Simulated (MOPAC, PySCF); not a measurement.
C2H8N2, SMILES `CNCN`, neutral singlet in the gas phase. 

Z-matrix (Å, degrees):
```
N
H 1 1.0105
C 1 1.4414 2 109.71
H 3 1.1007 1 106.99 2 -39.02
H 3 1.1051 4 107.16 1 -121.20
N 3 1.4473 4 114.16 5 -117.99
H 6 1.0111 3 111.23 4 68.27
H 6 1.0123 7 108.67 3 121.37
C 1 1.4478 2 110.75 3 126.48
H 9 1.0903 1 108.95 2 175.37
H 9 1.0916 10 108.26 1 119.36
H 9 1.1027 10 107.74 11 117.10
```
Charge 0, multiplicity 1.

All levels are single points at this geometry (PBE0-D3(BJ)/def2-TZVP); Pople sets use spherical d functions. Orbital energies aren't observables, and empty levels follow the basis.

B3LYP/6-311+G** in PySCF gives dipole (D) = 1.53.

Estimate the dipole (D) from each of these levels: PBE0-D3(BJ)/def2-TZVP in PySCF; B3LYP/3-21G in PySCF; PBE/6-31G* in PySCF; PM6 in MOPAC; PM7 in MOPAC.


```csv
level,dipole (D)
PBE0-D3(BJ)/def2-TZVP in PySCF,1.46
B3LYP/3-21G in PySCF,1.67
PBE/6-31G* in PySCF,1.46
PM6 in MOPAC,2.31
PM7 in MOPAC,2.44
```
